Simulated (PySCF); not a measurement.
Xenon: a sound run and one with changed settings

Sound run: Xe [Xe], Xe⁺ [Kr] 4d10 5s2 5p5. Calculation: PySCF 2.14, in aug-cc-pVDZ-PP with ECP28MDF (5s4p3d, 32 functions); a scalar-relativistic core potential. The sound run starts from symmetry-adapted Hartree-Fock orbitals and uses a fine grid where one is needed.

Changed run: 14 angular points. This setting is unsound on purpose.

```json
{"species": "Xe", "method": "UHF", "sound run (hartree)": "-328.29172", "changed run (hartree)": "-328.29172", "converged": "yes"}
{"species": "Xe", "method": "LDA", "sound run (hartree)": "-328.90886", "changed run (hartree)": "-328.90886", "converged": "yes"}
{"species": "Xe", "method": "PBE0", "sound run (hartree)": "-329.37099", "changed run (hartree)": "-329.37099", "converged": "yes"}
{"species": "Xe⁺", "method": "UHF", "sound run (hartree)": "-327.86572", "changed run (hartree)": "-327.86572", "converged": "yes"}
{"species": "Xe⁺", "method": "LDA", "sound run (hartree)": "-328.44265", "changed run (hartree)": "-328.44304", "converged": "yes"}
{"species": "Xe⁺", "method": "PBE0", "sound run (hartree)": "-328.91222", "changed run (hartree)": "-328.91242", "converged": "yes"}
```

Ionisation energy of Xe:

```tsv
method	sound run (eV)	changed run (eV)
UHF	11.592	11.592
LDA	12.686	12.676
PBE0	12.484	12.478
```

A coarse angular grid integrates products of high-l functions wrongly, so density functionals can shift, and the SCF can exploit the error; Hartree-Fock and MP2 need no grid.

For comparison, NIST gives 12.130 eV between the lowest levels.
